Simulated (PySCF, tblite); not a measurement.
Isomers of C8H14S, one GFN2-xTB conformer each. Single-point energies are computed at PBE0/pcSseg-1 (PySCF, gas phase, no added dispersion term), electronic only.

**Question.** Rank them by PBE0/pcSseg-1 energy, lowest first (kJ/mol).
A. `[CH2:1]1[CH2:2][CH2:3][CH:4]([C@@H:5]2[CH2:6][CH2:7][S:8]2)[CH2:9]1` with C3–C4–C5–C6 -73°, C9–C1–C2–C3 38°, C1–C2–C3–C4 -40°, C2–C3–C4–C5 -93°, C4–C5–C6–C7 -128°
B. `[CH:1]#[C:2][CH2:3][CH2:4][C@@H:5]([CH2:6][CH3:7])[S:8][CH3:9]` with C2–C3–C4–C5 179°, C3–C4–C5–C6 176°, C4–C5–C6–C7 -173°, C4–C5–S8–C9 -65°
C. `[CH3:1][CH2:2]/[C:3]([CH3:4])=[C:5](/[CH3:6])[C:7]([CH3:8])=[S:9]` with C1–C2–C3–C4 82°, C3–C5–C7–C8 -147°
D. `[CH2:1]=[CH:2][CH2:3][C@@H:4]1[CH2:5][CH2:6][CH2:7][CH2:8][S:9]1` with C1–C2–C3–C4 119°, C2–C3–C4–C5 -64°, C3–C4–C5–C6 -66°, C4–C5–C6–C7 -62°, C5–C6–C7–C8 63°, C6–C7–C8–S9 -63°
E. `[CH3:1][S:2][C@@H:3]1[CH2:4][CH2:5][C:6]2([CH2:7][CH2:8]2)[CH2:9]1` with C1–S2–C3–C4 -71°, S2–C3–C4–C5 -161°, C3–C4–C5–C6 34°, C4–C5–C6–C7 -160°, C5–C6–C7–C8 -110°
F. `[CH2:1]=[CH:2]/[C:3]([CH2:4][CH3:5])=[C:6](/[CH3:7])[S:8][CH3:9]` with C1–C2–C3–C4 -2°, C2–C3–C4–C5 -88°, C3–C6–S8–C9 143°

**Answer.** A (0.0), D (5.8), E (32.3), C (53.4), F (78.5), B (155.2).

As drawn, the lowest has a four-membered ring, which the highest lacks; the highest has a C≡C bond, which the lowest lacks. Neighbours under 10 kJ/mol apart (C1CCC([C@@H]2CCS2)C1 and C=CC[C@@H]1CCCCS1) can change places with a better method, another conformer or zero-point energy. GFN2-xTB itself gives, in the same order: 0.0, 62.6, 46.8, 93.7, 157.9, 202.8. Both levels put the same isomer lowest; measured from each level's own lowest isomer, the values differ by up to 79.4 kJ/mol (C=C/C(CC)=C(/C)SC: 157.9 against 78.5).

**Question.** Which frontier levels, dipoles and rotational constants go with these structures?

**Answer.** 
```csv
SMILES,"HOMO (eV, PBE0/pcSseg-1)",LUMO (eV),dipole (D),"A, B, C (MHz)"
C1CCC([C@@H]2CCS2)C1,-6.17,0.33,2.00,"3039, 866.2, 732.1"
C=CC[C@@H]1CCCCS1,-6.21,0.19,1.70,"2216, 970.7, 805.3"
CS[C@@H]1CCC2(CC2)C1,-6.20,0.97,1.72,"3615, 724.0, 660.5"
CC/C(C)=C(/C)C(C)=S,-5.91,-2.08,3.34,"1638, 1209, 753.8"
C=C/C(CC)=C(/C)SC,-5.81,-0.71,2.08,"1986, 908.9, 693.9"
C#CCC[C@@H](CC)SC,-6.39,0.93,1.64,"2213, 700.4, 603.7"
```

**Question.** What happens when harmonic zero-point energies from GFN2-xTB frequencies are added?

**Answer.** 
```json
{"SMILES": "C1CCC([C@@H]2CCS2)C1", "ZPE (kJ/mol)": "533.1", "electronic (kJ/mol)": "0.0", "with ZPE (kJ/mol)": "1.1"}
{"SMILES": "C=CC[C@@H]1CCCCS1", "ZPE (kJ/mol)": "526.2", "electronic (kJ/mol)": "5.8", "with ZPE (kJ/mol)": "0.0"}
{"SMILES": "CS[C@@H]1CCC2(CC2)C1", "ZPE (kJ/mol)": "524.9", "electronic (kJ/mol)": "32.3", "with ZPE (kJ/mol)": "25.2"}
{"SMILES": "CC/C(C)=C(/C)C(C)=S", "ZPE (kJ/mol)": "518.3", "electronic (kJ/mol)": "53.4", "with ZPE (kJ/mol)": "39.7"}
{"SMILES": "C=C/C(CC)=C(/C)SC", "ZPE (kJ/mol)": "512.5", "electronic (kJ/mol)": "78.5", "with ZPE (kJ/mol)": "59.0"}
{"SMILES": "C#CCC[C@@H](CC)SC", "ZPE (kJ/mol)": "513.0", "electronic (kJ/mol)": "155.2", "with ZPE (kJ/mol)": "136.1"}
```

The zero-point energies span 20.6 kJ/mol. C=CC[C@@H]1CCCCS1 becomes the lowest.
